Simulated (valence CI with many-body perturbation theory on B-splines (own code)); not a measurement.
Results of a calculation; reference values are marked as such.
# Energy levels of Tb LIX

Method: valence CI with perturbative core correlation (CI+MBPT): five valence electrons over a frozen Dirac-Fock core [He], radial functions for each j: 11 s, 11 p, 10 d, 8 f, 5 g, 2 h, with the one-electron correlation potential Σ1, the two-electron term Σ2, the three-electron term Σ3, Breit, model QED; selected CI, second order for the rest, scaled by the run's own slope (own B-spline code, finite nucleus).

No measured spectrum was set against this ion. As an estimate, large intervals hold to a few tenths of a per cent, small ones and those within an open d or f shell to about a per cent. Among the levels kept, up to 7300 cm⁻¹ of a level comes from second order outside the variational space, and about a tenth of that is noise between levels of different J, which matters for small intervals.

Levels 46 to 90 of 200, with energies above the lowest level, (2s^2 2p1/2^2 2p3/2) J=3/2. "Leading %" is the weight of the configuration and term that name the level; weights of strongly mixed levels are sums over their largest components and can fall short. In the jj column 3d3/2^4 stands for four electrons in 3d with j = 3/2.

```
No.  Configuration  Term    J  E (Ry)  Leading %      g   Second component                      Leading jj
 46        2s2p³3p    ²D  3/2  583.66         20  0.952    19 % 2s2p³3p ⁴F   2s 2p1/2^2 2p3/2 3p1/2 (83 %)
 47       2s²2p²3d    ²G  7/2  584.12         52  1.016   25 % 2s²2p²3d ²F   2s^2 2p1/2 2p3/2 3d3/2 (98 %)
 48       2s²2p²3d    ²D  5/2  585.16         35  1.142   31 % 2s²2p²3d ²F   2s^2 2p1/2 2p3/2 3d3/2 (94 %)
 49       2s²2p²3d    ²D  3/2  585.68         41  1.088   13 % 2s²2p²3d ²P   2s^2 2p1/2 2p3/2 3d3/2 (87 %)
 50       2s²2p²3d    ²P  1/2  586.30         33  1.623   31 % 2s²2p²3d ⁴P   2s^2 2p1/2 2p3/2 3d3/2 (91 %)
 51       2s²2p²3d    ⁴D  7/2  587.01         46  1.299   38 % 2s²2p²3d ⁴F   2s^2 2p1/2 2p3/2 3d5/2 (99 %)
 52       2s²2p²3d    ²P  3/2  588.26         38  1.335   29 % 2s²2p²3d ⁴P   2s^2 2p1/2 2p3/2 3d5/2 (97 %)
 53       2s²2p²3d    ²F  5/2  588.41         43  1.139   22 % 2s²2p²3d ⁴D   2s^2 2p1/2 2p3/2 3d5/2 (97 %)
 54       2s²2p²3d    ²G  9/2  588.42         64  1.172   36 % 2s²2p²3d ⁴F  2s^2 2p1/2 2p3/2 3d5/2 (100 %)
 55       2s²2p²3d    ²D  5/2  589.54         61  1.238   24 % 2s²2p²3d ⁴P   2s^2 2p1/2 2p3/2 3d5/2 (97 %)
 56       2s²2p²3d    ²F  7/2  590.09         68  1.121   13 % 2s²2p²3d ²G   2s^2 2p1/2 2p3/2 3d5/2 (98 %)
 57       2s²2p²3d    ²D  3/2  590.42         58  0.962   29 % 2s²2p²3d ²P   2s^2 2p1/2 2p3/2 3d5/2 (99 %)
 58       2s²2p²3d    ²P  1/2  590.76         59  1.186   35 % 2s²2p²3d ²S   2s^2 2p1/2 2p3/2 3d5/2 (99 %)
 59        2s2p³3p    ⁴D  7/2  594.72         48  1.434    28 % 2s2p³3p ⁶P   2s 2p1/2^2 2p3/2 3p3/2 (98 %)
 60        2s2p³3p    ⁴P  3/2  595.33         31  1.522    25 % 2s2p³3p ²P   2s 2p1/2^2 2p3/2 3p3/2 (98 %)
 61        2s2p³3p    ⁴P  5/2  596.46         38  1.416    21 % 2s2p³3p ²D   2s 2p1/2^2 2p3/2 3p3/2 (98 %)
 62        2s2p³3p    ²P  1/2  596.75         39  1.457    26 % 2s2p³3p ⁴P   2s 2p1/2^2 2p3/2 3p3/2 (99 %)
 63        2s2p³3p    ²D  5/2  600.69         31  1.255    20 % 2s2p³3p ⁴P   2s 2p1/2^2 2p3/2 3p3/2 (99 %)
 64        2s2p³3d   ⁴D°  5/2  601.07         30  1.256   19 % 2s2p³3d ⁶D°   2s 2p1/2^2 2p3/2 3d3/2 (99 %)
 65        2s2p³3d   ⁴D°  3/2  601.39         28  1.364   25 % 2s2p³3d ⁶D°   2s 2p1/2^2 2p3/2 3d3/2 (99 %)
 66        2s2p³3d   ⁴F°  7/2  601.59         24  1.245   17 % 2s2p³3d ⁶D°   2s 2p1/2^2 2p3/2 3d3/2 (94 %)
 67        2s2p³3d   ⁴P°  1/2  601.62         46  2.299   28 % 2s2p³3d ⁶D°   2s 2p1/2^2 2p3/2 3d3/2 (99 %)
 68        2s2p³3p    ²P  3/2  601.76         34  1.220    14 % 2s2p³3p ⁴D   2s 2p1/2^2 2p3/2 3p3/2 (99 %)
 69        2s2p³3p    ⁴P  1/2  602.07         40  1.762    17 % 2s2p³3p ²S   2s 2p1/2^2 2p3/2 3p3/2 (99 %)
 70        2s2p³3d   ⁴F°  9/2  605.14         50  1.337   29 % 2s2p³3d ⁶D°   2s 2p1/2^2 2p3/2 3d5/2 (99 %)
 71        2s2p³3d   ²D°  3/2  606.05         30  0.979   17 % 2s2p³3d ⁴F°   2s 2p1/2^2 2p3/2 3d3/2 (64 %)
 72        2s2p³3d   ²D°  5/2  606.69         33  1.276   16 % 2s2p³3d ⁴D°   2s 2p1/2^2 2p3/2 3d5/2 (88 %)
 73        2s2p³3d   ²F°  5/2  607.02         30  0.976   22 % 2s2p³3d ⁴G°   2s 2p1/2^2 2p3/2 3d3/2 (88 %)
 74        2s2p³3d   ⁴D°  7/2  607.26         41  1.280   24 % 2s2p³3d ²F°   2s 2p1/2^2 2p3/2 3d5/2 (94 %)
 75        2s2p³3d   ⁴D°  1/2  607.42         53  0.604   25 % 2s2p³3d ²P°   2s 2p1/2^2 2p3/2 3d3/2 (88 %)
 76        2s2p³3d   ²D°  3/2  608.37         39  1.088   21 % 2s2p³3d ²P°   2s 2p1/2^2 2p3/2 3d5/2 (64 %)
 77        2s2p³3d   ²P°  1/2  608.95         58  0.682   25 % 2s2p³3d ⁴D°   2s 2p1/2^2 2p3/2 3d5/2 (87 %)
 78        2s2p³3d   ²F°  7/2  611.56         34  1.170   20 % 2s2p³3d ⁴D°   2s 2p1/2^2 2p3/2 3d5/2 (99 %)
 79       2s²2p²3s    ⁴P  5/2  612.54         63  1.433   35 % 2s²2p²3s ²D          2s^2 2p3/2^2 3s (99 %)
 80        2s2p³3d   ²D°  5/2  612.54         37  1.136   11 % 2s2p³3d ²F°   2s 2p1/2^2 2p3/2 3d5/2 (98 %)
 81        2s2p³3d   ²P°  3/2  612.65         31  1.277   14 % 2s2p³3d ²D°   2s 2p1/2^2 2p3/2 3d5/2 (99 %)
 82       2s²2p²3s    ²P  3/2  613.19         54  1.159   34 % 2s²2p²3s ²D          2s^2 2p3/2^2 3s (99 %)
 83       2s²2p²3s    ²S  1/2  616.64         68  1.982   20 % 2s²2p²3s ⁴P          2s^2 2p3/2^2 3s (98 %)
 84       2s²2p²3p   ⁴P°  3/2  619.95         26  1.430  20 % 2s²2p²3p ⁴S°       2s^2 2p3/2^2 3p1/2 (98 %)
 85       2s²2p²3p   ²D°  5/2  620.17         39  1.174  25 % 2s²2p²3p ²F°       2s^2 2p3/2^2 3p1/2 (98 %)
 86       2s²2p²3p   ²P°  1/2  623.90         74  0.656  17 % 2s²2p²3p ⁴D°       2s^2 2p3/2^2 3p1/2 (98 %)
 87        2s2p³3s   ⁶S°  5/2  626.52         49  1.641   40 % 2s2p³3s ⁴D°      2s 2p1/2 2p3/2^2 3s (98 %)
 88        2s2p³3s   ⁴S°  3/2  628.33         48  1.475   30 % 2s2p³3s ⁴D°      2s 2p1/2 2p3/2^2 3s (98 %)
 89        2s2p³3s   ⁴D°  7/2  629.36         97  1.397                         2s 2p1/2 2p3/2^2 3s (97 %)
 90        2s2p³3s   ²D°  5/2  631.08         74  1.217   23 % 2s2p³3s ⁴D°      2s 2p1/2 2p3/2^2 3s (97 %)
```
